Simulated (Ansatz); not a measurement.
`C[SiH2]C(F)(F)Cl` → `C[Si@H](F)[C@@H](F)Cl`  (isomerisation)

Isolated molecules relaxed with PBE0-D4/def2-TZVP in Ansatz; ΔE leaves out vibrations. CBS: MP2 limit from def2 TZ/QZ plus the TZ coupled-cluster correction, frozen cores. DFT in def2-TZVPP. Each species was taken in one conformer, which may not be the lowest.

```
       level  ΔE (eV)
      PBE-D4    -1.77
HF/CBS(def2)    -2.06
```

Task: What does CCSD(T)/CBS give? (An estimate is asked.)

Result: Computed: -2.01 eV. The listed levels differ from it by 0.24, -0.05 eV.

Largest T1 diagnostic among the species: 0.012.

From PBE to PBE0 (25 % exact exchange), in def2-TZVPP and without D4, ΔE moves by −0.08 eV.

CCSD(T)/CBS has its own doubt, a few kJ/mol and more with outer-core shells, so smaller differences from it don't rank the levels.
